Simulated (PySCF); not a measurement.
Run record: excited-state job, `CC(=C=O)C(Cl)Cl`.

Computed with TDDFT PBE0/def2-SVPD, vertical, gas phase, core orbitals frozen in the response (PySCF 2.14.0, density-fitted response routines). Geometry: GFN2-xTB. The input is one job of a driver script: a line of settings, then coordinates in Å.

Command:
```bash
OMP_NUM_THREADS=1 python probes_run.py task.json out
```

Input:
```
{"job": {"kind": "uv", "xc": "PBE0", "basis": "def2-SVPD", "nstates": 8, "ntriplets": 3}, "charge": 0, "multiplicity": 1}
C     -0.940369    -0.977161     0.005598
C     -0.206811     0.342578    -0.018159
C     -0.857018     1.468606    -0.065473
O     -1.459345     2.460113    -0.107977
C      1.279294     0.325969     0.016352
Cl     1.873757    -0.472452     1.505725
Cl     1.943384    -0.556835    -1.394039
H     -2.014009    -0.819175    -0.018073
H     -0.679846    -1.522713     0.910999
H     -0.646211    -1.572812    -0.856832
H      1.712597     1.326553    -0.004084
```

Output:
```
coarse grid: 11160 points
cycle   1  E = -1149.1888986434  dE =  1.027e+00  |g| = 6.894e-01  |ddm| = 6.508e+00
cycle   2  E = -1148.8689752127  dE =  3.199e-01  |g| = 1.462e+00  |ddm| = 2.871e+00
cycle   3  E = -1149.2828699643  dE = -4.139e-01  |g| = 2.110e-01  |ddm| = 1.695e+00
cycle   4  E = -1149.2931797673  dE = -1.031e-02  |g| = 5.949e-02  |ddm| = 4.094e-01
cycle   5  E = -1149.2939813205  dE = -8.016e-04  |g| = 1.115e-02  |ddm| = 1.365e-01
cycle   6  E = -1149.2940083410  dE = -2.702e-05  |g| = 4.080e-03  |ddm| = 3.545e-02
cycle   7  E = -1149.2940121184  dE = -3.777e-06  |g| = 1.629e-03  |ddm| = 1.079e-02
final grid: 101024 points
cycle   8  E = -1149.4240613226  dE = -1.166e-05  |g| = 1.139e-02  |ddm| = 9.791e-02
cycle   9  E = -1149.4239658429  dE =  9.548e-05  |g| = 2.467e-02  |ddm| = 3.523e-02
cycle  10  E = -1149.4240867864  dE = -1.209e-04  |g| = 1.652e-03  |ddm| = 2.416e-02
cycle  11  E = -1149.4240874046  dE = -6.182e-07  |g| = 3.259e-04  |ddm| = 3.192e-03
cycle  12  E = -1149.4240874270  dE = -2.243e-08  |g| = 1.079e-04  |ddm| = 7.874e-04
cycle  13  E = -1149.4240874298  dE = -2.776e-09  |g| = 3.489e-05  |ddm| = 3.049e-04
cycle  14  E = -1149.4240874301  dE = -3.131e-10  |g| = 5.728e-06  |ddm| = 8.695e-05
converged SCF energy = -1149.4240874301

Static polarisability (au): isotropic 80.183, principal 67.516 73.879 99.154

Singlet excitations
state   eV       nm        f      main configurations
  1   3.5138    352.8   0.00033   H->L 0.97
  2   5.7853    214.3   0.00122   H->L+1 0.86, H-1->L 0.10
  3   6.0563    204.7   0.00493   H-1->L 0.86, H->L+1 0.11
  4   6.0744    204.1   0.01545   H-2->L 0.80, H->L+2 0.17
  5   6.2363    198.8   0.00380   H->L+3 0.96
  6   6.4022    193.7   0.15980   H->L+2 0.68, H-2->L 0.15, H-4->L 0.09
  7   6.4946    190.9   0.00046   H-3->L 0.95
  8   6.8520    180.9   0.07284   H-4->L 0.82

Triplet excitations (Tamm-Dancoff, eV): 3.1174 4.9580 5.5609
```

The SCF starts on a coarse grid where the log names one; the energy can jump when the final grid takes over, and dE then counts from the start density on the new grid. H and L stand for HOMO and LUMO; the number after each pair is its weight.

Question: Which computed singlet has the largest oscillator strength, and what do all of them sum to?

Answer: State 6 at 6.40 eV (194 nm), f = 0.160; the 8 states sum to 0.259.

Question: Give the mean polarisability as a volume in Å³, and the ratio of the largest to the smallest principal value.

Answer: 80.183 au × 0.148185 = 11.88 Å³; 99.154/67.516 = 1.47.

In short: HOMO -7.28 eV, LUMO -1.77 eV; lowest singlet 3.51 eV; lowest triplet 3.12 eV (Tamm–Dancoff); mean polarisability 80.2 au.

Question: Estimate the wall time. Hardware: one thread of an Arm Neoverse V1 (shared host). And the peak memory of the process?

Answer: About 26 s, with 0.80 GiB resident at the peak, the Python interpreter and its libraries included.

One conformer stands for the species.
Labels such as C1 count atoms from 1, the log's own numbers from 0.
